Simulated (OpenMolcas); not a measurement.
# Te: effect of the basis set

```json
{
  "Program": "OpenMolcas 26.06",
  "Method": "SS-CASPT2, IPEA 0.25 Eh, imaginary shift 0.1 Eh (closed shells correlated: 4d)",
  "Active space": "6 electrons in 8 orbitals (5s 5p 6s 6p)",
  "State averaging": "2S+1 = 3 even, 3 roots; 2S+1 = 1 even, 6 roots; 2S+1 = 3 odd, 3 roots (0 in the spin-orbit step)",
  "Spin-orbit coupling": "RASSI with atomic mean-field integrals over the reference wave functions, term energies averaged over their components"
}
```

A. ANO-RCC-VTZP [7s6p4d2f1g], DKH2, point nucleus; CASPT2 step about 4 core-seconds
B. ANO-RCC-VQZP [8s7p5d3f2g], DKH2, point nucleus; CASPT2 step about 8 core-seconds
C. ANO-RCC [10s9p8d5f3g], DKH2, point nucleus; CASPT2 step of the order of 19 core-seconds

Energies in cm⁻¹ above 5s² 5p⁴ ³P₂, the measured ground level; measured values from NIST Handbook of Basic Atomic Spectroscopic Data.

```
      Level      A      B      C  Measured
5s² 5p⁴ ³P₂    0.0    0.0    0.0       0.0
5s² 5p⁴ ³P₁   4160   4190   4190      4751
5s² 5p⁴ ³P₀   4490   4510   4490      4706
5s² 5p⁴ ¹D₂  10940  10650  10550     10558
5s² 5p⁴ ¹S₀  24160  23780  23620     23198
```

Deviations, from unrounded energies. A percentage is the sum of absolute deviations over the sum of measured energies, with the sign that they share, or ± where signs differ.

```json
{"Against measurement": "mean absolute deviation (cm-1)", "Levels": "4", "A": "540", "B": "360", "C": "300"}
{"Against measurement": "fine structure of the ground term (%)", "Levels": "2", "A": "-8.5", "B": "-8.0", "C": "-8.2"}
{"Against measurement": "other terms of the ground configuration (%)", "Levels": "2", "A": "+4.0", "B": "+2.0", "C": "±1.3"}
```

C lies closest to measurement on these levels and A furthest from it. The largest miss of C in the table is 5s² 5p⁴ ³P₁, by -560 cm-1. The ranking rests on the paired levels alone, and a cruder setting can come out closer through cancelling errors.

Among A to C the level of the table that moves most is 5s² 5p⁴ ¹S₀, by 540 cm-1 (lowest in C, highest in A). Moves below CASPT2's spread within the term are not significant.

CASPT2 does not keep the components of a term degenerate, so their means are used; among the terms shown or strongly mixed into the levels shown the widest spread is 83 cm-1 (5s² 5p⁴ ¹D, C). Some high roots are left out of the spin-orbit mixing, which shifts the levels that they would mix with. Active for correlation alone: 6p 6s; no level in the range computed is led by a configuration that fills them, so any true level of that kind is missing. Measured partners are found by configuration, term and J. A level has none where our copy of the source lacks it or the pairing is in doubt (some pairs that miss far off the trend of their configuration count as doubtful), and it then counts in no deviation. Levels of configurations outside the active space are missing.
